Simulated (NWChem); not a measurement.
Molecule: BH₂Cl; SMILES BCl

Computed with NWChem. Structure relaxed at the PBE0/def2-SVP level. Ions are spin-unrestricted doublets at the neutral geometry; other ion states weren't tried.

### Question
What does the run give for PBE0/def2-SVP? Quantities: vertical ionisation energy, ΔSCF (eV); −ε(HOMO) (eV).

### Answer
```
Quantity                               Value
-------------------------------------  -----
vertical ionisation energy, ΔSCF (eV)  11.31
−ε(HOMO) (eV)                           8.53
```
